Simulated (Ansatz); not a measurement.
Isolated molecules relaxed with PBE0-D4/def2-TZVP in Ansatz; ΔE leaves out vibrations. CBS: MP2 limit from def2 TZ/QZ plus the TZ coupled-cluster correction, frozen cores. This one scheme is used for every species. DFT in def2-TZVPP. def2 core potentials past Kr. For Br, Sn outer-core shells are correlated without core-valence functions, which leaves a few kJ/mol of doubt a bond. Scalar relativity is left out up to krypton. Each species was taken in one conformer, which may not be the lowest.

`S[Si]S` + `[CH3][Sn][Br]` → `S[Si]Br` + `[CH3][Sn][SH]`  (redistribution)

Q: Is it downhill or uphill in electronic energy at CCSD(T)/CBS, and by how much? (An estimate is asked.)

A: Ansatz gave: Uphill: ΔE = +14.6 kJ/mol.

Q: What do these levels give: B97M-V, revPBE, HF/def2-TZVPP, CCSD/def2-TZVPP, HF/def2-QZVPP, HF/CBS(def2)? (An estimate is asked.)

A: Ansatz gave: B97M-V 16.6, revPBE 13.3, HF/def2-TZVPP 23.1, CCSD/def2-TZVPP 14.6, HF/def2-QZVPP 23.2, HF/CBS(def2) 23.2 kJ/mol.

Largest T1 diagnostic among the species: 0.015.

From BLYP to BHLYP (50 % exact exchange), in def2-TZVPP and without D4, ΔE moves by +5.6 kJ/mol. Leaving LDA and LC-ωPBE aside and taking each functional with its dispersion term where it has one, the values, not all of them listed here, spread over 5.8 kJ/mol, from BLYP-D4 to ωB97X-V. In def2-TZVPP, CCSD(T) changes the Hartree–Fock value by −10.3 kJ/mol (the triples alone add −1.8 kJ/mol) and MP2 by −10.6 kJ/mol.
